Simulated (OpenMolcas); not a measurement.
Computed levels of 4f6 in ions with 60 electrons, in cm-1 above 7F0.

```json
{
  "Program": "OpenMolcas 26.06",
  "Method": "MS-CASPT2, IPEA 0.25 Eh, imaginary shift 0.1 Eh",
  "Basis": "ANO-R3",
  "Scalar Hamiltonian": "X2C, finite nucleus",
  "Spin-orbit coupling": "state interaction with AMFI integrals over the reference wave functions, term energies averaged over their components"
}
```

Active space for each ion: 6 electrons in 7 orbitals (4f); closed shells correlated by CASPT2: 5s 5p.

| Level | Sm2+ | Gd4+ |
| --- | --- | --- |
| 7F1 | 360 | 543 |
| 7F2 | 982 | 1471 |
| 7F3 | 1766 | 2630 |
| 7F4 | 2640 | 3940 |
| 7F5 | 3570 | 5310 |
| 7F6 | 4510 | 6710 |
| 5D0(1) | 13030 | 19320 |
| 5D1(1) | 14360 | 21540 |
| 5D2(1) | 16380 | 24710 |

**Question.** Estimate 7F6, 5D0(1), 5D1(1) for Eu3+ from its neighbours Sm2+ and Gd4+.

**Answer.** 7F6 is fine structure, which grows about as the fourth power of a screened charge, so the fourth roots are averaged: ((4510^0.25 + 6710^0.25) / 2)^4 = 5528. The calculation gives 5530, so the estimate is off by 0 %.
5D0(1) is another term, which grows about linearly with the charge: (13030 + 19320) / 2 = 16175. The calculation gives 16870, so the estimate is off by -4.1 %.
5D1(1) is another term, which grows about linearly with the charge: (14360 + 21540) / 2 = 17950. The calculation gives 18610, so the estimate is off by -3.5 %.

CASPT2 does not keep the components of a term degenerate, so their means are used; among the terms shown or strongly mixed into the levels shown the widest spread is 79 cm-1 (4f6 7F, Sm2+). Blocks of more than 70 roots (2S+1 = 5 even, 3 even) ran without multistate coupling. High states are left out of the spin-orbit mixing, which shifts the levels that they would mix with. Only configurations of the active space appear.

A number in round brackets counts repeated terms of one configuration in the order of the reference energies.
